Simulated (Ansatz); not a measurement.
Cost and result for the atomization energy of AlClH₆O₂Si₂ (`[SiH3][O][Al]([Cl])[O][SiH3]`) (12 atoms, 11 bonds).

```xyz
12

Si    0.878    2.848    0.413
O     0.493    1.363   -0.131
Al    0.193   -0.061   -0.936
Cl    0.615   -0.201   -2.966
O    -0.440   -1.374   -0.136
Si   -1.042   -2.795    0.380
H     0.831    2.863    1.898
H     2.248    3.215   -0.032
H    -0.089    3.844   -0.115
H    -2.449   -2.941   -0.076
H    -0.235   -3.919   -0.162
H    -1.004   -2.842    1.865
```

Total charge 0; spin multiplicity 1. Geometry: relaxed with PBE0-D4/def2-TZVP. It is one conformer, not always the lowest. Program: Ansatz. All runs use 4 threads of an Arm Neoverse V1 on a shared host. Times are those of one run each, without the atoms' runs, and a repeat can differ threefold. Electronic energies, without spin–orbit coupling; frozen cores. CCSD(T)/CBS adds CCSD(T) − MP2 in def2-TZVPP to the MP2 limit, and its time is that of the two runs behind it. T1 = 0.011.

CCSD(T)/CBS is a level of theory with its own doubt, some kJ/mol a heavy atom from the limit and from the frozen cores, so smaller differences don't rank the functionals.

```
                          level  functions  wall time
           revPBE-D4/def2-TZVPP        314      3.4 s
             BLYP-D4/def2-TZVPP        314      3.4 s
PBE-D4/def2-TZVPP (with forces)        314      4.1 s
             PBE0-D4/def2-TZVPP        314      6.5 s
            BHLYP-D4/def2-TZVPP        314        7 s
        CAM-B3LYP-D4/def2-TZVPP        314      7.5 s
              B2PLYP/def2-TZVPP        314      9.5 s
          r2SCANh-D4/def2-TZVPP        314      9.5 s
            PBE-QIDH/def2-TZVPP        314       10 s
               CCSD(T)/def2-SVP        130       11 s
                 MP2/def2-QZVPP        574       36 s
             CCSD(T)/def2-TZVPP        314     17 min
              CCSD(T)/CBS(def2)          –     18 min
```

Task: What atomization energy does each give, and how far from CCSD(T)/CBS? (Best estimate.)

Result: Computed: 
| level | atomization (kcal/mol) | difference from CCSD(T)/CBS | per bond |
| --- | --- | --- | --- |
| revPBE-D4/def2-TZVPP | 986.0 | -39.9 | -3.6 |
| BLYP-D4/def2-TZVPP | 1005.5 | -20.4 | -1.9 |
| PBE-D4/def2-TZVPP (with forces) | 1007.7 | -18.2 | -1.6 |
| PBE0-D4/def2-TZVPP | 999.2 | -26.7 | -2.4 |
| BHLYP-D4/def2-TZVPP | 996.6 | -29.3 | -2.7 |
| CAM-B3LYP-D4/def2-TZVPP | 1022.5 | -3.4 | -0.3 |
| B2PLYP/def2-TZVPP | 1007.1 | -18.8 | -1.7 |
| r2SCANh-D4/def2-TZVPP | 1015.1 | -10.8 | -1.0 |
| PBE-QIDH/def2-TZVPP | 1005.9 | -20.0 | -1.8 |
| CCSD(T)/def2-SVP | 946.6 | -79.3 | -7.2 |
| MP2/def2-QZVPP | 1033.8 | 7.9 | 0.7 |
| CCSD(T)/def2-TZVPP | 995.9 | -30.0 | -2.7 |
| CCSD(T)/CBS(def2) | 1025.9 | 0.0 | 0.0 |

At CCSD(T), def2-SVP lies −79.2 kcal/mol from the extrapolated value and def2-TZVPP −29.9 kcal/mol: correlation converges slowly with the basis, and small sets miss more of it in the bonded molecule than in its fragments. In def2-TZVPP, CCSD(T) changes the Hartree–Fock value by +219.3 kcal/mol (the triples alone add +11.5 kcal/mol) and MP2 by +238.8 kcal/mol; breaking electron pairs costs correlation energy, which Hartree–Fock lacks. From r2SCAN to r2SCAN0 (25 % exact exchange), in def2-TZVPP and without D4, the atomization energy moves by −15.0 kcal/mol: exact exchange takes away binding that semilocal exchange gives to molecules.
